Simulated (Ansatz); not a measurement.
Species: bromo selenohypobromite, SeBr2, charge 0, multiplicity 1. SMILES: Br[Se]Br
Coordinates optimised at B3LYP-D3(BJ)/def2-TZVP (Ansatz, a quantum-chemistry and plane-wave program):
```xyz
3

Se     0.0255    -0.0112     0.9792
Br     0.8055    -1.6280    -0.5156
Br    -0.8303     1.6388    -0.4356
```

Property: atomisation energy, in kcal/mol. Conventions: valence correlation only (noble-gas shells and the d and f shells of earlier blocks); non-relativistic; six Cartesian d functions in 6-31G* and its kin unless marked 5d; UHF or UKS for open shells; no dispersion term unless named; LANL2DZ with its own core potentials from Na on; atomisation electronic, to ground-state atoms; no spin-orbit coupling. First-principles rows: single points at B3LYP-D3(BJ) geometries (Ansatz).

| level | program | atomisation energy (kcal/mol) |
|---|---|---|
| HF/STO-3G | Ansatz | 70.8 |
| HF/LANL2DZ | Ansatz | -6.5 |
| PBE/3-21G | Ansatz | 97.0 |
| PBE/def2-SVP | Ansatz | 120.5 |
| BLYP/LANL2DZ | Ansatz | 67.5 |
| B3LYP/6-31G | Ansatz | 76.2 |
| B3LYP/6-31G* | Ansatz | 103.5 |
| MP2/STO-3G | Ansatz | 91.9 |
| MP2/6-31G* | Ansatz | 90.3 |
| PBE/def2-TZVPD | Ansatz | 122.8 |
| r2SCAN-D4/def2-TZVPD | Ansatz + dftd4 | 116.3 |
| wB97X-V/def2-TZVPD | Ansatz | 109.5 |

No value to compare with is used here. The 9 habitual levels span -6.5 (HF/LANL2DZ) to 120.5 kcal/mol (PBE/def2-SVP); PBE/def2-TZVPD gives 122.8.

The levels are drawn from those run, B3LYP/6-31G* more often than the rest, none by its result; left out are runs that failed, that the program found above a lower state of the same kind, or whose <S^2> lies over 0.5 above the pure value.
